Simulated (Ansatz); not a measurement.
The same hydrogenolysis along the group F, Cl, Br.

Program: Ansatz. Geometries: PBE0-D4/def2-TZVP. ΔE: electronic, gas phase. CCSD(T)/CBS is the MP2 limit (def2-TZVPP, def2-QZVPP) plus CCSD(T) − MP2 in def2-TZVPP, frozen cores. This one scheme is used for every species. Functionals use def2-TZVPP. For Br outer-core shells are correlated without core-valence functions, which leaves a few kJ/mol of doubt a bond. Scalar relativity is left out up to krypton. Each species was taken in one conformer, which may not be the lowest.

```
                          reaction  revPBE-D4 (eV)  B97M-V (eV)  ωB97M-V (eV)
 `N=C(F)C=O` + H₂ → `N=CC=O` + H–F           -0.41        -0.42         -0.49
`N=C(Cl)C=O` + H₂ → `N=CC=O` + HCl           -0.32        -0.49         -0.54
`N=C(Br)C=O` + H₂ → `N=CC=O` + HBr           -0.27        -0.47         -0.52
```

Task: Give the CCSD(T)/CBS values in the same order. (Estimate.)

Result: Ansatz gave: -0.65, -0.56, -0.51 eV.

Largest T1 diagnostic: 0.015, for `N=CC=O`.
